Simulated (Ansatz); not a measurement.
The same path of AlFH$_{8}$O$_{3}$Si$_{2}$ (15 atoms, charge 0, multiplicity 1) was run twice with different band settings. Lost on the way: F14–H15. Made: O2–H15.

Computed with RHF/cc-pVDZ (Ansatz).

Relaxed end points:

```xyz
15
Properties=species:S:1:pos:R:3
Al -0.090 -0.324 0.421
O 0.122 0.203 2.077
H -0.192 -0.211 2.863
O 1.265 -0.862 -0.448
Si 2.586 -1.360 -1.297
H 2.236 -2.518 -2.162
H 3.089 -0.256 -2.157
H 3.670 -1.771 -0.366
O -1.659 -0.752 -0.079
Si -3.021 -1.245 -0.866
H -3.478 -2.551 -0.321
H -4.103 -0.243 -0.677
H -2.761 -1.398 -2.322
F 0.015 1.720 0.247
H 0.084 1.766 1.176
```

```xyz
15
Properties=species:S:1:pos:R:3
Al -0.065 0.264 -0.008
O 0.083 0.246 1.975
H -0.702 -0.101 2.387
O 1.305 -0.550 -0.608
Si 2.512 -1.397 -1.337
H 1.960 -2.589 -2.035
H 3.219 -0.550 -2.333
H 3.495 -1.860 -0.321
O -1.608 -0.492 -0.059
Si -2.866 -1.271 -0.789
H -3.044 -2.618 -0.181
H -4.124 -0.500 -0.601
H -2.624 -1.435 -2.248
F -0.038 1.951 -0.110
H 0.261 1.100 2.355
```

Common settings: spring 5.0 eV/Å²; optimiser quadratic models (default); start path through a guess of the saddle point; force threshold 0.05 eV/Å; iteration limit 60; end points relaxed.

| run | movable images | climbing image |
| --- | --- | --- |
| 1 | 5 | yes |
| 2 | 2 | no |

What does each run give, and how far can it be trusted?

Run 1: converged after 50 iterations, highest image 0.110 eV above the first end. The profile has 2 maxima (images 2, 4) with wells between them (image 3): this band takes more than one step, which may be the mechanism or a detour left from its start path. Neighbouring images differ by up to 1.2 eV, so the band resolves the path poorly. A vibrational analysis at the climbing image gives one clearly imaginary mode, 933i cm⁻¹: a first-order saddle point.
Run 2: converged after 18 iterations, highest image 0.016 eV above the first end. No image climbed, so the highest image needn't sit at the top of the path. A band with more images between the same ends climbed to 0.11 eV, so this one has probably stepped over the top. So few images can step over the top or miss a turn of the path.
The orbitals stay closed-shell, which can raise the energy where a bond breaks towards radicals; this wasn't checked here.
